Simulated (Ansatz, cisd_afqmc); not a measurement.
System: Ru, charge 0, quintet.

Total energies in def2-SVP, 8 correlated electrons, 4 frozen orbitals. UHF or UKS for unpaired electrons; spin-orbit terms are left out. Correlated methods leave the cores frozen (noble-gas shells, and filled d and f shells in the p block). Past Kr the def2 sets carry scalar-relativistic core potentials. AFQMC is phaseless with a CISD trial state; ± is one standard error, without the phaseless bias. Outlying blocks are dropped, and bars are widened where a walk drifts. Over all cases where full CI ran beside it in this data, AFQMC minus full CI had a median of +0.1 mEh and passed +0.4 mEh in a tenth of the cases.

```
method         program        energy (Eh)  minus CCSDTQ (mEh)
----------  ----------  -----------------  ------------------
HF              Ansatz          -94.09867              127.24
MP2             Ansatz          -94.21566               10.25
CCSD            Ansatz          -94.22253                3.38
CCSD(T)         Ansatz          -94.22555                0.36
CCSDT(Q)        Ansatz          -94.22588                0.03
CCSDTQ          Ansatz          -94.22591                0.00
AFQMC/CISD  cisd_afqmc  -94.2255 ± 0.0003           0.4 ± 0.3
```

Ansatz is a program for electronic structure.
